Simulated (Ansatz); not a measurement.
Z-matrix (Å, degrees):
```
Ti
Cl 1 2.161
Cl 1 2.161 2 109.9
I 1 2.530 2 109.0 3 119.5
Cl 1 2.161 2 109.9 3 -121.1
```

The species carries charge 0 and has multiplicity 1. I: def2 effective core potential.

Problem. List the r2SCAN/def2-TZVPP orbital energies in eV (the Gaussian-basis code of Ansatz). (Best estimate.)

Solution. The calculation gave: Occupied: -4858.51, -2753.99, -2753.99, -2753.99, -540.28, -450.40, -450.40, -450.39, -255.39, -255.39, -255.39, -193.86, -193.86, -193.86, -193.82, -193.82, -193.82, -193.81, -193.81, -193.81, -185.11, -131.09, -131.02, -131.02, -65.40, -50.90, -50.86, -50.86, -50.79, -50.79, -41.40, -41.40, -41.32, -21.68, -21.45, -21.45, -18.37, -10.40, -10.14, -10.14, -9.66, -9.66, -9.45, -9.10, -9.10, -8.80, -8.58, -7.58, -7.58. Lowest empty: -4.51, -4.50, -3.88, -3.71, -3.71, 0.17, 1.95, 2.07.
